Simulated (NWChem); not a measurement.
# GeS, singlet; SMILES [Ge]=[S]

```xyz
2

Ge     0.0000     0.0000    -0.6727
S      0.0000     0.0000     1.3454
```
Atoms are numbered in this order, from 1.

Computed with NWChem. Pople sets run with spherical d functions. Low-valent species are run as closed-shell singlets; no triplet was tried in these runs. Coordinates come from a PBE0/def2-SVP optimisation.

### Question
Estimate the computed values for LC-wPBE (HJS exchange hole, range parameter 0.4 per bohr)/6-31G*. Quantities: highest occupied level (eV); orbital gap (eV); dipole (D).

### Answer
```
Quantity                     Result
---------------------------  ------
highest occupied level (eV)  -10.52
orbital gap (eV)              10.12
dipole (D)                     2.47
```
